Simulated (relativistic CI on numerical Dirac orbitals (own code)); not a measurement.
**Hyperfine structure of Bi28+, mass number 209**

Method of calculation: Dirac-Coulomb-Breit CI, separate exchange-only KLI orbitals for each configuration, model QED, unscaled Slater integrals (own radial code, finite nucleus).

Configuration list (outside the closed core [Ar] 3d10 4d10): 4s2 4p6 4f9, 4s2 4p6 4f8 5s, 4s2 4p6 4f7 5s2, 4s2 4p5 4f10, 4s 4p6 4f10, 4s2 4p6 4f8 6s, 4p6 4f11. Levels of other configurations are missing.

Nuclear spin I = 9/2, μ = 4.092 μN, Q = -0.516 b (tables of Stone and Pyykkö). The electronic factors are computed for point nuclear moments, without core polarisation or the Bohr-Weisskopf and QED corrections.

| Level | E (cm⁻¹) | A (MHz) | B (MHz) |
| --- | --- | --- | --- |
| 4s2 4p6 4f9 6H°_15/2 | 0.0 | 2891 | -3440 |
| 4s2 4p6 4f9 6H°_13/2 | 34986.6 | 2904 | -2890 |
| 4s2 4p6 4f9 6F°_7/2 | 57349.7 | 2991 | 279 |

Levels with J = 0, under 50 % of one LS term, or S terms without an open s electron are left out. Small factors come from cancelling terms and can be off by tens of per cent or more.

At this charge energies of transitions that change n are usually good to better than 1 %, and those within a shell (Δn = 0) to a few per cent. Terms inside the open d or f shell come out 10 to 20 % too wide with unscaled integrals.

Question: Give the hyperfine levels of 4s2 4p6 4f9 6H°_15/2 relative to its centre of gravity.

Answer: With K = F(F + 1) − I(I + 1) − J(J + 1), E = AK/2 + B[¾K(K + 1) − I(I + 1)J(J + 1)]/[2I(2I − 1)J(2J − 1)]: F = 3: -111800, F = 4: -99870, F = 5: -84980, F = 6: -67210, F = 7: -46610, F = 8: -23220, F = 9: 2885, F = 10: 31630, F = 11: 62930, F = 12: 96700 MHz.

LS names give the leading component of a level, which can be under half, so a name can repeat, a term be missing and a line seem to break the LS rules.
